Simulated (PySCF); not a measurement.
**Dipole moment and polarisability of hexafluoroethane**

Compound: hexafluoroethane, C₂F₆.
Structure used (PBE0-D3(BJ)/def2-TZVP), in Å, numbered top down from 1:
```xyz
8
C2F6 angstrom
F     -0.1664    0.5131   -1.6671
C      0.4940    0.0776   -0.6044
F      1.4441    0.9488   -0.2960
F      1.0518   -1.0906   -0.8876
C     -0.4793   -0.0818    0.5902
F     -1.0555    1.0810    0.8581
F     -1.4150   -0.9718    0.2928
F      0.1868   -0.4930    1.6597
```

Level: CAM-B3LYP/aug-cc-pVTZ (PySCF), static field, nuclei fixed, core orbitals frozen in the response. The polarisability tensor in these axes (au):

```
x   32.27  0.02 -0.10
y    0.02 32.18 -0.02
z   -0.10 -0.02 32.30
```

Q: What are the eigenvalues, a third of the trace, and Δα (Δα² = ½Σ(αi − αj)² over the three pairs)?

A: Principal values 32.18, 32.18 and 32.39 au; mean 32.25 au = 4.78 Å³ = 5.32 × 10⁻⁴⁰ C²·m²/J; Δα = 0.21 au (1 % of the mean).

Q: What is the dipole moment?

A: 0.01 D; point group D3d allows none, and the residue is numerical.

Q: What are the principal values of the traceless quadrupole moment, Θ = ½Σq(3rr − r²1), about the centre of nuclear charge?

A: -0.13, -0.13, 0.27 D·Å. The electronic extent ⟨r²⟩ about the same centre is 708 bohr², a root-mean-square distance of 1.73 Å for the 66 electrons.

Q: What molar refraction does this α imply?

A: Lorentz–Lorenz: R = (4π/3)N_A α = 2.5225 cm³/(mol·Å³) × 4.78 Å³ = 12.1 cm³/mol, in the limit of long wavelengths.

Q: What would n − 1 = 2πNα be for an ideal gas of these molecules at 400 K and 1 atm, electronic part alone?

A: N = p/kT = 1.8347 × 10¹⁹ cm⁻³, so n − 1 = 2π × N × 4.78 × 10⁻²⁴ cm³ = 551 × 10⁻⁶ at long wavelengths.

Q: Find the Langevin capture rate constant for NH4+ (18.034 u) meeting this molecule (137.990 u), k = 2.342 × 10⁻⁹ cm³/s × √(α in Å³ / reduced mass in u).

A: The reduced mass is 15.95 u, so k = 1.28 × 10⁻⁹ cm³/s.

Q: Form Σ f/ω² (atomic units) for the 10 lowest TDDFT singlets, given as eV and f, and set it beside the mean polarisability, which is this sum over all singlets: 10.96, 0.0000; 11.40, 0.0218; 11.40, 0.0217; 11.64, 0.1350; 11.93, 0.0000; 12.05, 0.0000; 12.31, 0.0000; 12.31, 0.0000; 12.43, 0.0015; 12.43, 0.0017.

A: They add up to 1.00 au, 3.1 % of the 32.25 au; the largest single term is 0.74 au, from the state at 11.64 eV. Terms in order: 0.00, 0.12, 0.12, 0.74, 0.00, 0.00, 0.00, 0.00, 0.01, 0.01 au. Higher excitations give the rest. The strengths listed sum to 0.182.

Isolated species at its PBE0-D3(BJ)/def2-TZVP geometry, gas phase.
